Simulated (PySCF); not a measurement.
How methods differ on the excitation energy of Nb²⁺

Nb²⁺ [Kr] 4d3 (4F) → Nb²⁺ [Kr] 4d2 5s1 (4F), as a difference of total energies. All numbers are calculated (PySCF 2.14, scalar relativity through the core potential, in def2-TZVPPD with the def2 core potential (28 electrons)). Correlated levels: valence and next inner shell: nothing frozen outside the core potential. The calculations carry no spin-orbit coupling.

```tsv
method	excitation energy (cm⁻¹)
UHF	24940
MP2 (valence and next inner shell)	24137
SCS-MP2 (valence and next inner shell)	24310
CCSD (valence and next inner shell)	24260
CCSD(T) (valence and next inner shell)	24127
```
